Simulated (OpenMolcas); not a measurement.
## Mn3+ in a point-charge field

Mn3+ among 5 point charges of -2 e arranged as a trigonal bipyramid (D3h), 1.93 Å from the ion, with the axial distance 2.065 Å.

```
Program             : OpenMolcas 26.06
Method              : CASSCF
Basis               : ANO-RCC-VTZP [6s5p3d2f1g]
Scalar Hamiltonian  : DKH2, point nucleus
Active space        : 4 electrons in 5 orbitals (3d)
State averaging     : 2S+1 = 5 even, 5 roots; 2S+1 = 3 even, 45 roots; 2S+1 = 1 even, 50 roots
Spin-orbit coupling : state interaction with AMFI integrals over the reference wave functions
```

The lowest spin-free states (labels of D3, the rotations of D3h), above the lowest:

| State | Degeneracy | E (cm-1) | Free-ion L (%) |
| --- | --- | --- | --- |
| 5A1 | 1 | 0.0 | D (100) |
| 5E | 2 | 2476 | D (100) |
| 5E | 2 | 3081 | D (100) |
| 3A2 | 1 | 23475 | H (87) |
| 3A1 | 1 | 23499 | H (87) |
| 3E | 2 | 24021 | H (97) |
| 3E | 2 | 25126 | H (91) |
| 3E | 2 | 25290 | H (60) |
| 3A2 | 1 | 25859 | H (79) |
| 3E | 2 | 26401 | H (100) |
| 3A2 | 1 | 26964 | P (48) |
| 3E | 2 | 28039 | P (40) |
| 3E | 2 | 28414 | F (90) |
| 3E | 2 | 29448 | F (81) |
| 3A2 | 1 | 29764 | F (75) |
| 3A1 | 1 | 29783 | F (75) |
| 3A1 | 1 | 30167 | G (98) |
| 3E | 2 | 31021 | G (97) |
| 3E | 2 | 31660 | G (81) |
| 3A2 | 1 | 31737 | F (52) |

The lowest levels with spin-orbit coupling:

```
E (cm-1)  Degeneracy  Label  2S+1                g
     0.0           1     A1     5                 
    11.0           2      E     5   0.00 0.00 4.00
    43.8           2      E     5   0.00 0.00 8.00
    2116           1     A2     5                 
    2119           1     A1     5                 
    2288           2      E     5   0.00 0.00 0.12
    2471           2      E     5   0.00 0.00 4.15
    2671           2            5   0.00 0.00 8.14
    2903           2      E     5  0.00 0.00 12.00
    2971           2      E     5   0.00 0.00 5.98
    3088           1     A2     5                 
    3129           1     A1     5                 
    3223           2      E     5   0.00 0.00 1.90
    3312           2      E     5   0.00 0.00 5.86
    3376           2            5   0.00 0.00 9.86
   23408           2      E     3   0.00 0.00 1.97
   23486           1     A1     3                 
   23509           1     A2     3                 
   23649           2      E     3   0.00 0.00 9.91
   23979           1     A1     3
```

Powder χT (cm3 K/mol): 0.627 at 2 K, 2.01 at 10 K, 2.55 at 50 K, 2.63 at 100 K, 2.69 at 200 K, 2.73 at 300 K. The effective moment at 300 K is 2.828 √(χT) = 4.67 μB.

The lowest level has 2S+1 = 5, for which the spin-only value is χT = S(S+1) / 2 = 3.000 cm3 K/mol (g = 2). The computed 2.732 at 300 K differs by -0.268, through orbital momentum, spin-orbit coupling and any other state in reach.

Without dynamic correlation the repulsion within the d shell is too large (B by tens of per cent), so at a given field states of lower spin stand too high. The ground term spreads over less than 5000 cm-1, several times less than with real ligands, so orbital moments are less quenched and χT lies further from the spin-only value than at real sites. Point charges carry no covalency, so the field is a model and not that of real ligands. No measured value stands beside these numbers.

With an even number of electrons the g values are those of a degenerate or nearly degenerate non-Kramers pair.
